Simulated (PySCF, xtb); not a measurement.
C5H9F, SMILES CC1(F)CCC1.

Harmonic wavenumbers (cm⁻¹) from GFN2-xTB in xtb at its own minimum, in rising order: 99, 204, 293, 342, 404, 427, 624, 767, 817, 884, 920, 950, 963, 1030, 1039, 1044, 1170, 1174, 1185, 1187, 1238, 1246, 1255, 1288, 1395, 1455, 1462, 1477, 1485, 1488, 3008, 3016, 3022, 3028, 3031, 3036, 3036, 3040, 3056.

### Question
What does PySCF 2.14.0 with PBE-D3(BJ)/def2-SVP give at its own minimum? (Estimate from the structure and the level; the computed values follow.)

### Answer
148, 261, 288, 346, 419, 421, 596, 706, 766, 842, 896, 899, 926, 928, 973, 1002, 1128, 1151, 1161, 1163, 1195, 1229, 1246, 1274, 1347, 1386, 1400, 1405, 1417, 1432, 2975, 2997, 3000, 3007, 3058, 3068, 3073, 3073, 3076. Paired by order, the mean absolute difference is 37 cm⁻¹ and the zero-point energies are 80.9 and 79.6 kcal/mol.
